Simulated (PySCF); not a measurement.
Compound: [WO3Br]- (charge -1 and singlet state).
Bonds: W1–O2, W1–O3, W1–O4, W1–Br5.

Method: PySCF, PBE0-D3(BJ)/def2-SVP geometry optimisation, gas phase, def2 core potentials past Kr; density fitting, grid level 1; the optimiser is geomeTRIC in internal coordinates, started from a GFN2-xTB structure with every atom displaced at random (about 0.03 Å).

Step 2: E = -77992.8550 eV
```
atom  x, y, z in Å  |  force x, y, z in eV/Å
W1      0.0818    0.1029    0.0486    0.735  -0.653   0.076
O2      0.0652    0.0422    1.7874   -0.023   0.048  -0.049
O3      1.7371    0.1160   -0.5118   -0.441   0.052   0.166
O4     -0.7183    1.5340   -0.4873   -0.278   0.569  -0.138
Br5    -1.0910   -1.9054   -0.8990    0.006  -0.016  -0.054
```

Step 3: E = -77992.8618 eV
```
atom  x, y, z in Å  |  force x, y, z in eV/Å
W1      0.0821    0.0924    0.0456   -0.109   0.224  -0.133
O2      0.0742    0.0532    1.7805   -0.030  -0.068   0.105
O3      1.7306    0.1174   -0.5007   -0.021  -0.003  -0.013
O4     -0.7168    1.5488   -0.4805    0.103  -0.213   0.051
Br5    -1.0952   -1.9223   -0.9070    0.056   0.060  -0.010
```

**Question.** Estimate the geometry and energy of step 4. (The exact step hangs on the optimiser's Hessian estimate; all steps are aligned on step 3, rigid shifts and turns removed.)

**Answer.** E = -77992.8634 eV, largest force 0.126 eV/Å
```
atom  x, y, z in Å  |  force x, y, z in eV/Å
W1      0.0818    0.0940    0.0471   -0.095   0.083   0.010
O2      0.0724    0.0506    1.7844   -0.021  -0.045   0.011
O3      1.7272    0.1160   -0.5046    0.060   0.001  -0.022
O4     -0.7155    1.5458   -0.4834    0.024  -0.071   0.019
Br5    -1.0911   -1.9169   -0.9056    0.032   0.032  -0.018
```

The energy changes by -0.0016 eV. The first-order estimate −F·Δx gives -0.0021 eV and the mean of the old and new forces, exact on a quadratic surface, -0.0014 eV. The step makes an angle of 62° with the force vector and moves no atom by more than 0.007 Å.

What follows is the cost of the whole optimisation. Hardware: one thread of an AMD EPYC 9R14, no GPU, on a shared host. Cost: 52 s wall, 0.40 GiB resident at most.
